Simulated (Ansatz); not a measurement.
Program: Ansatz. Geometries: PBE0-D4/def2-TZVP. ΔE: electronic, gas phase. CBS: MP2 limit from def2 TZ/QZ plus the TZ coupled-cluster correction, frozen cores. DFT in def2-TZVPP. B3LYP here is the variant with VWN-RPA as its local correlation; programs differ in this. For Li outer-core shells are correlated without core-valence functions, which leaves a few kJ/mol of doubt a bond. One conformer a species, not always the lowest.

Reaction (substitution at a C–Si bond): `[CH3][AlH][O][SiH2]C` + `[Li][SH]` → `[Li][S]C` + `[CH3][AlH][O][SiH3]`

`[CH3][AlH][O][SiH2]C`:

Cartesian coordinates in Å:
```
C 0.541 -0.237 2.495
Al 0.519 -1.554 1.065
O 0.089 -1.082 -0.495
Si -0.378 -0.263 -1.819
C -0.515 1.566 -1.480
H 0.707 0.776 2.121
H 1.307 -0.460 3.243
H -0.421 -0.232 3.021
H 0.870 -3.084 1.272
H 0.612 -0.492 -2.909
H -1.699 -0.783 -2.273
H -1.247 1.767 -0.694
H 0.447 1.981 -1.167
H -0.833 2.098 -2.381
```

`[Li][SH]`:

Cartesian coordinates in Å:
```
Li -0.392 -0.531 1.389
S 0.042 -0.389 -0.701
H 0.350 0.919 -0.688
```

`[Li][S]C`:

```xyz
6

Li   -1.580   -2.056   -0.233
S    -0.879   -0.403    0.921
C     0.408    0.467   -0.031
H     0.042    0.805   -1.002
H     0.720    1.347    0.533
H     1.289   -0.159   -0.187
```

`[CH3][AlH][O][SiH3]`:

Z-matrix (Å, degrees):
```
C
Al 1 1.942
H 1 1.093 2 112.4
H 1 1.096 2 110.3 3 -119.5
H 1 1.094 2 111.7 3 122.1
O 2 1.688 1 119.8 3 22.6
H 2 1.582 1 124.0 3 -158.2
Si 6 1.621 2 169.7 1 -4.7
H 8 1.489 6 110.8 2 -9.3
H 8 1.488 6 110.1 2 110.7
H 8 1.488 6 110.2 2 -129.3
```

Task: Is it downhill or uphill in electronic energy at CCSD(T)/CBS, and by how much? (Estimate.)

Result: Ansatz gave: Uphill: ΔE = +0.91 eV.

Task: What do these levels give: PBE-D4, r2SCAN-D4, PBE0-D4, ωB97M-V, B2PLYP, PBE, B3LYP, SCS-MP2/def2-TZVPP, CCSD/def2-TZVPP, MP2/def2-QZVPP, MP2/CBS(def2), CCSD/CBS(def2)? (An estimate is asked.)

Result: The calculation gave: PBE-D4 0.88, r2SCAN-D4 0.94, PBE0-D4 0.90, ωB97M-V 0.92, B2PLYP 0.87, PBE 0.86, B3LYP 0.85, SCS-MP2/def2-TZVPP 0.86, CCSD/def2-TZVPP 0.91, MP2/def2-QZVPP 0.91, MP2/CBS(def2) 0.91, CCSD/CBS(def2) 0.91 eV.

Largest T1 diagnostic among the species: 0.011.

In def2-TZVPP, CCSD(T) changes the Hartree–Fock value by +0.06 eV (the triples alone add −0.00 eV) and MP2 by +0.06 eV.
